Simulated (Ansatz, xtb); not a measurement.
Breaking the Si1–F2 bond in BrFSi (SMILES F[Si]Br) (multiplicity 1 held, fragments rigid). Energies count from the point at 1.609 Å.
Geometry at that point (charge 0, multiplicity 1):
```xyz
3

Si     0.53911     0.71882     1.00579
F      0.96837     1.87310    -0.03033
Br    -0.46466    -0.76918    -0.39452
```

Restricted levels (R-, RO-) in cc, def2 and unpolarised 6-31G sets keep to the state of the molecule at rest. Unrestricted levels (U-) break spin symmetry where that is lower. Left out are points that failed, MP2 points that dive below the minimum, coupled-cluster points behind a jump of the amplitudes or a sharp parting from full CI or MRCI, small-basis points behind a change of solution, and semi-empirical points at long bonds. Levels need not reach the same state.

Frozen-core correlation. Filled d and f shells under p-block atoms count as core.

Programs: Ansatz (a quantum-chemistry and plane-wave program); xtb for the GFN methods. Values without a source in brackets are computed. The GFN methods have no spin term and hold the electronic entropy of 300 K.

Energies in kcal/mol.

```tsv
R (Å)	GFN2-xTB	U-r2SCAN/def2-TZVPP	R-B3LYP/def2-TZVPP	U-wB97X-V/def2-TZVPP	U-CCSD/def2-TZVPP	R-CCSD(T)/def2-TZVPP
1.288	93.9	70.6	71.6	71.3	69.7	71.1
1.448	13.7	11.8	12.4	11.9	11.0	11.7
1.609	0.0	0.0	0.0	0.0	0.0	0.0
1.770	4.6	7.1	6.5	7.5	8.4	7.7
1.931	13.7	21.1	20.0	22.1	23.8	22.6
2.173	29.0	44.3	42.7	47.0	49.5	47.4
2.414	44.3	65.7	63.9	70.2	73.1	70.3
2.816	66.0	94.0	92.2	102.0	106.7	100.8
3.219	80.2	111.7	112.3	123.1	127.6	121.5
3.702	left out	122.1	128.3	136.2	137.3	128.0
4.345	left out	128.5	140.9	143.9	139.9	left out
5.150	96.1	131.8	149.1	146.3	140.0	left out
```

Doubts at one or more of the structures used: a spin-contaminated determinant (U-r2SCAN/def2-TZVPP, U-wB97X-V/def2-TZVPP, U-CCSD/def2-TZVPP); a restricted determinant that unrestricted orbitals would lower (R-B3LYP/def2-TZVPP, R-CCSD(T)/def2-TZVPP); T1 above 0.05 (U-CCSD/def2-TZVPP, R-CCSD(T)/def2-TZVPP).
